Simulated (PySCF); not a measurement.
Al(H)(Me)(OH) (CH5AlO), SMILES [OH][AlH][CH3].

The structure is a stationary point at PBE0-D3(BJ)/def2-TZVP. One conformer was computed; it need not be the lowest.

Level of theory: IEF-PCM-PBE0/def2-SVP run with PySCF.

The values are the electrostatic part of the solvation free energy, E(continuum) − E(gas) at the gas-phase geometry, in a cavity of scaled van der Waals radii (PySCF's table); cavitation and dispersion terms are not included. A continuum can't describe solvent molecules that bind to the metal. In vacuum the orbital gap is 7.62 eV. The dipole moment in vacuum is 0.66 D.

**Question.** Estimate the values in water (ε = 78.36), chlorobenzene (ε = 5.70), cyclohexanone (ε = 15.62). (The exact figures need the calculation; the answer reports its results.)

**Answer.** 
| solvent | ε | ΔG(elec) (kcal/mol) | dipole (D) | gap (eV) |
|---|---|---|---|---|
| water | 78.36 | -5.9 | 0.78 | 7.94 |
| chlorobenzene | 5.70 | -4.4 | 0.74 | 7.86 |
| cyclohexanone | 15.62 | -5.4 | 0.77 | 7.91 |
